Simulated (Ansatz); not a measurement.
Consider the ligand exchange at a B–O bond: `OBB[SiH3]` + H–F → `FBB[SiH3]` + H₂O.

Gas-phase electronic energies from Ansatz, PBE0-D4/def2-TZVP geometries. CCSD(T)/CBS adds triple-zeta CCSD(T) − MP2 to the extrapolated MP2 energy (def2 sets, frozen cores). This one scheme is used for every species. Functionals use def2-TZVPP. One conformer a species, not always the lowest.

```json
{"level": "r2SCAN-D4", "ΔE (kJ/mol)": "-2.0", "difference from CCSD(T)/CBS": "-2.2"}
{"level": "PBE-QIDH", "ΔE (kJ/mol)": "1.1", "difference from CCSD(T)/CBS": "0.9"}
{"level": "r2SCAN", "ΔE (kJ/mol)": "-2.5", "difference from CCSD(T)/CBS": "-2.7"}
{"level": "BHLYP", "ΔE (kJ/mol)": "-5.6", "difference from CCSD(T)/CBS": "-5.8"}
{"level": "LC-ωPBE", "ΔE (kJ/mol)": "-1.3", "difference from CCSD(T)/CBS": "-1.5"}
{"level": "HF/def2-SVP", "ΔE (kJ/mol)": "-5.9", "difference from CCSD(T)/CBS": "-6.1"}
{"level": "CCSD/def2-TZVPP", "ΔE (kJ/mol)": "-1.0", "difference from CCSD(T)/CBS": "-1.2"}
{"level": "CCSD(T)/def2-TZVPP", "ΔE (kJ/mol)": "0.6", "difference from CCSD(T)/CBS": "0.4"}
{"level": "HF/def2-QZVPP", "ΔE (kJ/mol)": "-11.2", "difference from CCSD(T)/CBS": "-11.4"}
{"level": "SCS-MP2/def2-QZVPP", "ΔE (kJ/mol)": "-0.7", "difference from CCSD(T)/CBS": "-0.9"}
{"level": "CCSD(T)/CBS", "ΔE (kJ/mol)": "0.2", "difference from CCSD(T)/CBS": "0"}
```

Largest T1 diagnostic among the species: 0.014.

Leaving LDA and LC-ωPBE aside and taking each functional with its dispersion term where it has one, the values, not all of them listed here, spread over 6.1 kJ/mol, from BHLYP-D4 to revPBE-D4. LDA lies +5.7 kJ/mol from PBE without D4. At CCSD(T), def2-SVP lies +4.3 kJ/mol from the extrapolated value and def2-TZVPP +0.4 kJ/mol.
